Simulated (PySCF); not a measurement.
**C: excitation energy**

C [He] 2s2 2p2 (3P) → C [He] 2s1 2p3 (5S), as a difference of total energies. Computed with PySCF 2.14 in dyall-acv3z (15s9p4d2f, 76 functions), with no relativity, point nucleus. Correlated levels: valence: 1s2 frozen; valence and next inner shell: nothing frozen; virtual orbitals above 40 to 60 times the deepest correlated orbital energy dropped. The calculations carry no spin-orbit coupling.

```tsv
method	excitation energy (eV)
UHF	2.570
LDA	4.061
PBE	4.114
PBE0	4.009
r2SCAN	3.604
wB97X-V	4.510
PW91	4.121
BLYP	4.832
LC-wPBE	3.995
MP2 (valence)	3.713
SCS-MP2 (valence)	4.284
MP2 (valence and next inner shell)	3.726
SCS-MP2 (valence and next inner shell)	4.300
```

Task: How much does correlation contribute at MP2 (valence and next inner shell)?

Result: 3.726 − (2.570) = 1.156 eV, measured against UHF.

Errors of the correlated levels include the incompleteness of this basis and the frozen core.

For comparison: 4.179 eV (measured; NIST levels, between the centres of gravity of the two terms).
